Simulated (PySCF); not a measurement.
Mg(Br)(Me) (CH₃BrMg), SMILES [Br][Mg][CH3].

The structure is a stationary point at PBE0-D3(BJ)/def2-TZVP.

Level of theory: TDA-ωB97X/def2-SVPD (PySCF).

Vertical excitations; the highest root listed may be one member of a degenerate set.  State labels are in the subgroup Cs.

Question: List the lowest excited states. (The exact figures need the calculation; the answer reports its results.)

Answer: 
```csv
state,symmetry,energy (eV),λ (nm),f,main pairs
S1,A',6.17,201,0.378,HOMO→LUMO 90 %
S2,A',6.26,198,0.042,HOMO−1→LUMO (degenerate set)
S3,A",6.26,198,0.042,HOMO−2→LUMO (degenerate set)
S4,A',6.52,190,0.096,"HOMO→LUMO+2, HOMO→LUMO+5 (degenerate set)"
S5,A",6.52,190,0.096,"HOMO→LUMO+1, HOMO→LUMO+4 (degenerate set)"
S6,A',7.11,174,0.000,"HOMO−2→LUMO+1, HOMO−1→LUMO+2, HOMO−2→LUMO+4, HOMO−1→LUMO+5 (degenerate set)"
S7,A",7.11,174,0.000,"HOMO−1→LUMO+1, HOMO−2→LUMO+2, HOMO−1→LUMO+4, HOMO−2→LUMO+5 (degenerate set)"
S8,A",7.11,174,0.000,"HOMO−2→LUMO+2 39 %, HOMO−1→LUMO+1 39 %, HOMO−2→LUMO+5 9 %, HOMO−1→LUMO+4 9 %"
S9,A',7.40,168,0.009,"HOMO−3→LUMO 41 %, HOMO−1→LUMO+2 19 %, HOMO−2→LUMO+1 19 %, HOMO→LUMO+3 7 %"
S10,A',8.10,153,0.405,"HOMO→LUMO+3 42 %, HOMO−1→LUMO+2 15 %, HOMO−2→LUMO+1 15 %, HOMO−3→LUMO 8 %"
T1,A',5.17,240,0,HOMO→LUMO 89 %
T2,A',6.11,203,0,HOMO−1→LUMO (degenerate set)
T3,A",6.11,203,0,HOMO−2→LUMO (degenerate set)
T4,A',6.36,195,0,"HOMO→LUMO+2 73 %, HOMO→LUMO+5 17 %"
```
Triplets are in the Tamm–Dancoff approximation.
